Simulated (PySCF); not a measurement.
# Zn (zinc, neutral) across methods

[Ar] 3d10 4s1 4d1, high-spin 3D determinant (an excited configuration). Computed with PySCF 2.14 in x2c-TZVPPall with one added diffuse shell each of s, p, d, f type (7s6p5d3f1g, 80 functions), with the spin-free X2C one-electron Hamiltonian (Gaussian nucleus).

| method | E (hartree) | mean ε 3d β (eV) | mean ε 4s α (eV) | mean ε 4d α (eV) | Σ⟨r²⟩ (bohr²) | ⟨S²⟩ |
| --- | --- | --- | --- | --- | --- | --- |
| wB97M-V | -1795.449 | -20.304 | -12.774 | -0.727 | 64.20 | 2.000 |
| PBEsol | -1793.923 | -15.048 | -10.083 | -0.192 | 65.61 | 2.001 |
| revPBE | -1795.529 | -14.951 | -9.948 | -0.314 | 66.19 | 2.001 |
| UHF | -1794.00317 | -25.554 | -12.445 | -0.961 | 66.29 | 2.001 |
| PBE | -1795.365 | -15.038 | -10.039 | -0.266 | 65.89 | 2.001 |
| r2SCAN | -1795.581 | -15.319 | -10.267 | -0.146 | 65.85 | 2.002 |
| PBE0 | -1795.365 | -17.847 | -10.777 | -0.495 | 65.84 | 2.001 |
| LDA | -1792.604 | -15.365 | -10.308 | -0.132 | 65.03 | 2.001 |
| PW91 | -1795.792 | -15.125 | -10.138 | -0.269 | 65.72 | 2.001 |

The outer electron is Rydberg-like, and this basis confines it to a smaller radius and binds it less than a complete one would.
